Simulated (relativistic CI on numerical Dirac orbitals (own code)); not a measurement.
The spin-orbit constant of K IV from its measured fine structure

Problem. The ground term 3P of K IV (3s2.3p4) has the measured levels J = 0: 2321.2, J = 1: 1671.7, J = 2: 0.0 cm⁻¹ (Sansonetti, J. Phys. Chem. Ref. Data 37, 7 (2008)). Test the interval rule and estimate ζ(3p).

Working.
1. In LS coupling E(J) − E(J − 1) = AJ. The intervals give A = -649.5 (J = 1), -835.9 (J = 2) cm⁻¹.
2. These values spread by 24 % of their mean, from second-order spin-orbit mixing with other terms and from spin-spin terms.
3. The whole width divided by the sum of the upper J values gives a mean A = -773.7 cm⁻¹.
4. For the Hund term of a shell that is more than half full, A = −ζ/2S with 2S = 2, so ζ = 1547 cm⁻¹.

Check. The value calculated from Dirac-Coulomb-Breit radial functions of this configuration is ζ = 1612 cm⁻¹, 4 % above the estimate from measurement. The same recipe applied to the calculated levels returns 1529 cm⁻¹, which shows the bias of the recipe itself. Where the interval rule fails, the estimate is only rough.
